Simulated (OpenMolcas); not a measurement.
Cr2+ (d4) on a cation site of an ionic host was computed by SS-CASPT2, IPEA 0.25 Eh, imaginary shift 0.1 Eh with the d shell active (OpenMolcas, ANO-RCC-VTZP on the metal). Its lowest spin-free states, and all those of the highest spin:

```json
{"2S+1": "5", "Degeneracy": "3", "E (cm-1)": "0"}
{"2S+1": "5", "Degeneracy": "2", "E (cm-1)": "5470"}
{"2S+1": "3", "Degeneracy": "3", "E (cm-1)": "13270"}
{"2S+1": "3", "Degeneracy": "3", "E (cm-1)": "15740"}
{"2S+1": "3", "Degeneracy": "3", "E (cm-1)": "17270"}
{"2S+1": "1", "Degeneracy": "1", "E (cm-1)": "18280"}
{"2S+1": "3", "Degeneracy": "3", "E (cm-1)": "18370"}
{"2S+1": "3", "Degeneracy": "3", "E (cm-1)": "19050"}
{"2S+1": "3", "Degeneracy": "2", "E (cm-1)": "19840"}
{"2S+1": "1", "Degeneracy": "3", "E (cm-1)": "20860"}
{"2S+1": "3", "Degeneracy": "1", "E (cm-1)": "22100"}
{"2S+1": "3", "Degeneracy": "6", "E (cm-1)": "22780"}
```

Question: Is the site octahedral, tetrahedral or cube-like, axial, or of lower symmetry?

Answer: The states with 2S+1 = 5 have orbital degeneracies 3, 2. Threefold states need a cubic site. For d4 at this spin an octahedron puts the twofold E below the threefold T2 and a tetrahedron or cube puts the threefold T2 below the twofold E, so the site is a tetrahedron or a cube, which this pattern cannot tell apart. The first gap at this spin, 5470 cm-1, is |10Dq| in ligand-field theory. The run had Cr2+ with its 8 nearest fluoride ions at 2.284 Å, on the Ca site of CaF2 (a = 5.46294 Å, distance in the model lattice 2.366 Å). The rest of the host is ab initio model potentials to 7.6 Å and point charges beyond; the distance is set by hand and nothing relaxes. Ligand basis ANO-RCC-VDZP.

Roots that are degenerate in the reference are averaged as groups; the widest CASPT2 spread within a group is 1700 cm-1 (the 6-fold group of multiplicity 3 near 22800 cm-1 above the lowest state of its run). Shifts and gaps below about the spread of the groups concerned are not significant. Over all roots computed the reference weight is 0.68 to 0.70; a low but even weight reflects the number of correlated electrons. An orbital triplet at a regular site is open to Jahn-Teller coupling, which can distort the site and quench the lowest spin-orbit gaps and is left out. Ligand-to-metal charge-transfer states are missing. These CASPT2 states fit no ligand-field parameters well, so their order and spin gaps are uncertain. With no ligand orbital active B as a rule stays too high, so bands that hang on it stand too high and its fall with covalency is understated. With one d shell and no ligand orbital active, 10Dq can be off by tens of per cent for divalent 3d ions, low with halides held by bare charges and at times high in hosts. Free-ion shares, where given, are those of the reference states; single-state CASPT2 does not remix them. A group larger than the point group allows holds several states that coincide in this model. No measured value stands beside these numbers; the geometry was set by hand and not optimised.
